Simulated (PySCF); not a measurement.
# EPR parameters of CH9FNSi4

CH9FNSi4 (doublet state).
Z-matrix (Å and degrees, GFN2-xTB geometry), rows numbered from 1:
```
F 
Si  1  1.6183
Si  2  2.2895  1  105.46
C   3  1.9169  2  118.21  1   106.44
Si  4  1.9057  3   88.56  2   113.13
N   5  1.7504  4   86.76  3    -0.88
Si  6  1.7303  3  131.54  2    61.32
H   2  1.4624  1  102.23  3  -124.61
H   2  1.4643  1  102.40  3   124.13
H   3  1.4762  2  116.39  1   -31.31
H   4  1.0854  3  115.21  2  -130.15
H   4  1.0865  3  115.91  2    -4.16
H   5  1.4631  4  115.76  3  -113.49
H   5  1.4612  4  116.68  3   112.23
H   7  1.4618  6  108.22  3  -148.82
H   7  1.4642  6  107.53  3   -25.66
```

The hyperfine couplings belong to this conformer and change with its torsions.

Identity: `F[SiH2][Si@H]1C[SiH2]N1[SiH2]` [radical].

Theory: UKS B3LYP, pcH-1 on C F H N Si, non-relativistic, mean-field spin-orbit, GIAO in PySCF 2.14.0. Isolated species at its GFN2-xTB geometry (one conformer only). A GFN2-xTB geometry isn't a minimum of the functional, and hyperfine couplings can be far from their values at a DFT geometry, by a factor of two or more for some ions and for spin on atoms past the first row. Stability of the SCF solution: not tested.

* g1, g2, g3: 2.00221, 2.00276, 2.00388
* g_iso: 2.00295
* Form of g: rhombic: the two nearest values differ by 33 % of g3 − g1
* ⟨S²⟩: 0.7514 (exact 0.7500)
* HOMO–LUMO gap, α and β orbitals: 3.77, 5.08 eV
* Total energy: -1356.20980 Eh
* Basis functions: 305

Isotropic coupling and dipolar principal values T1 to T3, in 10⁻⁴ cm⁻¹ (1 × 10⁻⁴ cm⁻¹ = 2.998 MHz):

```
atom  isotope   a_iso  of which spin–orbit     T1    T2    T3  Mulliken spin population
  F1      19F     0.6                  0.0   -0.6  -0.4   1.0                      0.00
 Si2     29Si    -0.2                  0.0   -0.3   0.1   0.2                      0.00
 Si3     29Si     1.0                  0.0   -0.4   0.2   0.2                      0.00
  C4      13C     0.2                  0.0   -0.1  -0.1   0.3                      0.00
 Si5     29Si     1.1                  0.0   -0.4   0.2   0.2                      0.00
  N6      14N     3.6                  0.0   -1.9  -1.9   3.8                      0.08
 Si7     29Si  -175.9                  0.3  -49.6  24.7  24.9                      0.84
  H8       1H     0.7                  0.0   -0.3  -0.3   0.6                      0.00
  H9       1H    -0.1                  0.0   -0.2  -0.1   0.3                      0.00
 H10       1H     2.1                  0.0   -0.5  -0.4   0.9                      0.01
 H11       1H     1.9                  0.0   -0.3  -0.2   0.5                      0.00
 H12       1H     0.1                  0.0   -0.2  -0.2   0.5                      0.00
 H13       1H     1.0                  0.0   -0.4  -0.3   0.8                      0.00
 H14       1H     1.4                  0.0   -0.5  -0.4   0.9                      0.01
 H15       1H    29.0                  0.0   -2.8   0.2   2.6                      0.03
 H16       1H    25.5                  0.0   -2.7   0.1   2.6                      0.03
```

Largest spin populations (Mulliken): Si7 (+0.84) and N6 (+0.08). No atom but Si7 exceeds +0.15. The angles at Si7 add up to 329.4°, so it is pyramidal.

Axes: g3 points within 10° of the N6–Si7 bond.

Under fast tumbling the dipolar parts average out, and these isotropic splittings remain (the largest six): 2 × 1H (H15/H16, I = 1/2, 3 lines) with 2.92 mT, 1 × 14N (N6, I = 1, 3 lines) with 0.39 mT, 1 × 1H (H10, I = 1/2, 2 lines) with 0.22 mT, 1 × 1H (H11, I = 1/2, 2 lines) with 0.20 mT, 1 × 1H (H14, I = 1/2, 2 lines) with 0.15 mT and 1 × 1H (H13, I = 1/2, 2 lines) with 0.11 mT.

Nuclei that the bonding pattern makes equivalent are averaged, as if the motion that swaps them (rotation, inversion, ring flip) were fast. The 1H value of +81.7 MHz is a mean of couplings from 76.4 to 87.1 MHz in this one geometry, not an average over conformers.

The 29Si coupling of Si7 (-527.2 MHz) shows only in satellite lines or after enrichment, since that isotope makes up about 4.7 % of natural silicon.

Examples of negative spin density at the nucleus (bohr⁻³): Si5 (-0.0036) and Si3 (-0.0034).

Hardware: one thread of an Arm Neoverse V2 (shared host). Cost: 2.4 min wall (grids of density and orbitals included), 1.1 GiB resident at most.
